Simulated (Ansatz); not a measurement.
Reaction (ligand exchange at a B–C bond): `CB(F)F` + `N=C=O` → `O=C=NB(F)F` + CH₄

Calculated with Ansatz (gas phase, PBE0-D4/def2-TZVP geometries, no zero-point term in ΔE). CBS: MP2 limit from def2 TZ/QZ plus the TZ coupled-cluster correction, frozen cores. This one scheme is used for every species. Functionals use def2-TZVPP. HSE06 is defined as in plane-wave codes. One conformer a species, not always the lowest.

```csv
level,ΔE (kJ/mol),difference from CCSD(T)/CBS
PBE-D4,-84.1,1.0
revPBE-D4,-85.5,-0.4
BLYP-D4,-90.2,-5.1
HSE06-D4,-86.7,-1.6
BHLYP-D4,-94.7,-9.6
CAM-B3LYP-D4,-90.3,-5.2
ωB97M-V,-86.0,-0.9
PBE-QIDH,-88.3,-3.2
r2SCANh,-89.3,-4.2
BHLYP,-93.6,-8.5
RPA@PBE/def2-TZVPP,-84.6,0.5
HF/def2-SVP,-108.7,-23.6
HF/def2-TZVPP,-99.1,-14.0
CCSD/def2-TZVPP,-88.0,-2.9
HF/def2-QZVPP,-99.1,-14.0
MP2/CBS(def2),-88.1,-3.0
CCSD(T)/CBS,-85.1,0
```

Largest T1 diagnostic among the species: 0.018.

From BLYP to BHLYP (50 % exact exchange), in def2-TZVPP and without D4, ΔE moves by −5.1 kJ/mol. In def2-TZVPP, CCSD(T) changes the Hartree–Fock value by +11.9 kJ/mol (the triples alone add +0.7 kJ/mol) and MP2 by +8.9 kJ/mol. At CCSD(T), def2-SVP lies −15.5 kJ/mol from the extrapolated value and def2-TZVPP −2.2 kJ/mol.
